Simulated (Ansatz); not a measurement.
Consider the redistribution: `[SeH]C1BO1` + `C[SiH2]C(=O)O` → `O=C(O)[SiH2][SeH]` + `CC1BO1`.

Isolated molecules relaxed with PBE0-D4/def2-TZVP in Ansatz; ΔE leaves out vibrations. CCSD(T)/CBS is the MP2 limit (def2-TZVPP, def2-QZVPP) plus CCSD(T) − MP2 in def2-TZVPP, frozen cores. Functionals use def2-TZVPP. For Se outer-core shells are correlated without core-valence functions, which leaves a few kJ/mol of doubt a bond. Scalar relativity is left out up to krypton. One conformer a species, not always the lowest.

| level | ΔE (kJ/mol) |
| --- | --- |
| PBE-D4 | -60.2 |
| ωB97X-V | -63.0 |
| B2PLYP | -61.4 |
| PBE0 | -65.5 |
| SCS-MP2/def2-TZVPP | -61.4 |
| CCSD/def2-TZVPP | -62.6 |
| HF/CBS(def2) | -73.7 |
| MP2/CBS(def2) | -65.3 |

Task: What does CCSD(T)/CBS give? (Estimate.)

Result: The calculation gave: -64.5 kJ/mol. The listed levels differ from it by 4.3, 1.5, 3.1, -1.0, 3.1, 1.9, -9.2, -0.8 kJ/mol.

Largest T1 diagnostic among the species: 0.015.

From PBE to PBE0 (25 % exact exchange), in def2-TZVPP and without D4, ΔE moves by −5.5 kJ/mol. In def2-TZVPP, CCSD(T) changes the Hartree–Fock value by +13.9 kJ/mol (the triples alone add +2.3 kJ/mol) and MP2 by +13.1 kJ/mol.
